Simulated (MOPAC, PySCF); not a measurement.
Potential energy curve for CN (anion, charge -1), singlet.

Computed with: PM6, restricted, heats of formation (MOPAC); RMP2 = PySCF with MP2 on RHF/aug-cc-pVDZ, 2 core orbitals frozen; UHF/aug-cc-pVDZ (PySCF).

Energies are in kJ/mol, each relative to the lowest point of its own curve near equilibrium.

| R / Å | PM6 | RMP2 | UHF |
|---|---|---|---|
| 0.88 | 724.5 | 1061.7 | ? |
| 0.93 | 450.6 | 666.4 | 561.5 |
| 0.99 | 225.3 | 349.9 | 267.9 |
| 1.05 | ? | ? | 99.3 |
| 1.11 | 18.0 | 51.8 | 18.9 |
| 1.14 | 3.4 | 23.0 | 3.1 |
| 1.17 | 0.0 | 6.4 | 0.0 |
| 1.20 | ? | 0.0 | ? |
| 1.24 | 27.5 | 4.0 | 30.8 |
| 1.28 | 60.7 | 19.0 | 65.9 |
| 1.36 | 153.9 | 70.8 | 144.5 |
| 1.44 | 270.1 | 138.2 | 221.9 |
| 1.56 | 464.1 | 245.4 | 327.6 |
| 1.76 | 787.6 | 403.1 | 461.4 |
| 1.92 | ? | 554.9 | 525.6 |
| 2.13 | 1261.2 | 1049.8 | 564.4 |
| 2.32 | 1389.2 | 1294.2 | 577.1 |
| 2.56 | 1515.5 | 1420.2 | 583.0 |
| 2.83 | 1537.1 | 1478.7 | 585.9 |
| 3.14 | 1540.1 | 1508.3 | 588.0 |
| 3.48 | 1538.6 | 1522.5 | 589.5 |
| 4.09 | — | 1530.6 | 591.2 |
| 4.70 | — | 1531.8 | 592.2 |

Q: Fill in the missing entries.

A: 
- 0.88, UHF: 938.1
- 1.05, PM6: 87.9
- 1.05, RMP2: 157.4
- 1.20, PM6: 6.3
- 1.20, UHF: 7.5
- 1.92, PM6: 1018.7

Dashes: no converged value, or the column stops at the first point that the program doubted or that broke a chosen test of continuity, which isn't proof of a fault.

The restricted form behind PM6, RMP2 keeps the bonding electrons paired and can't separate into open-shell fragments. Where the anion isn't bound against loss of the electron, the finite basis alone holds it. The T1 diagnostic of CCSD on the restricted reference of RMP2 exceeds 0.045 at 1.76 to 2.83, 4.09 Å. The unrestricted solution behind UHF changes between 1.44 and 1.56 Å and between 1.56 and 1.76 Å, which can leave a kink. The unrestricted determinant behind UHF is spin-contaminated at 1.28 to 4.70 Å (<S²> up to 3.0, against 0.00 for a pure singlet).
